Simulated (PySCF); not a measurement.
## Electron correlation in Sb (antimony, neutral)

[Kr] 4d10 5s2 5p3, high-spin 4S determinant. All numbers are calculated (PySCF 2.14, scalar relativity through the core potential, in def2-TZVP with the def2 core potential (28 electrons) (6s5p3d2f, 50 functions)). Frozen: 4s2 4p6 4d10; 5 electrons correlated.

MP2 pair energies summed by pair of shells (mhartree):

| pair | energy | share (%) |
| --- | --- | --- |
| 5s-5p | -39.22 | 65.0 |
| 5p-5p | -12.90 | 21.4 |
| 5s-5s | -8.24 | 13.7 |

Total MP2 correlation energy: -60.36 mhartree.

Same-spin part -16.15 and opposite-spin part -44.21 mhartree; SCS-MP2 scales them by 1/3 and 6/5 to -58.44 mhartree.

| level | correlation energy (mhartree) |
| --- | --- |
| CCSD | -72.98 |
| (T) | -2.43 |
| CCSD(T) | -75.41 |

Diagnostics: T1 = 0.0034, D1 = 0.0096, largest double amplitude 0.053.

Cost of the coupled-cluster step: 0.82 s of wall time on 1 thread of Neoverse-V2 (shared host), for 5 correlated electrons.
